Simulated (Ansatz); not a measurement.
```yaml
crystal:
  periodic: [false, false, false]
  atoms:
    - {symbol: C, position_ang: [-0.271440, 0.382675, 1.360977]}
    - {symbol: N, position_ang: [-0.271689, -0.278087, 0.046497]}
    - {symbol: C, position_ang: [0.951242, -1.065104, -0.175954]}
    - {symbol: B, position_ang: [-0.531690, 0.806550, -1.181695]}
    - {symbol: F, position_ang: [-0.580520, 0.040301, -2.320431]}
    - {symbol: F, position_ang: [-1.732723, 1.398718, -0.876462]}
    - {symbol: F, position_ang: [0.534661, 1.668904, -1.142126]}
    - {symbol: H, position_ang: [-1.209092, 0.919578, 1.486594]}
    - {symbol: H, position_ang: [-0.144859, -0.350922, 2.159282]}
    - {symbol: H, position_ang: [0.550995, 1.096037, 1.383427]}
    - {symbol: H, position_ang: [-1.072016, -0.904751, 0.000155]}
    - {symbol: H, position_ang: [1.082454, -1.802979, 0.617651]}
    - {symbol: H, position_ang: [1.798941, -0.381655, -0.186295]}
    - {symbol: H, position_ang: [0.882736, -1.558567, -1.142918]}
basis:
  gaussian: {orbitals: def2-mTZVPP}
hamiltonian: {xc: {name: HF}}
correlation: {method: mp2, frozen_orbitals: {C: 9}}
accuracy: high
scf: {lower_state_search: off}
```

```sh
$ ansatz run in.yaml --threads 4 --pin off --events-out ev --progress --plain --max-ram 11315MiB
```

(1) How does Ansatz answer? (An estimate is asked.)

Answers

(1) Ansatz gave: The program refused the input.
```
Functional definition: HF
Error: "frozen_orbitals" has no count for N
```
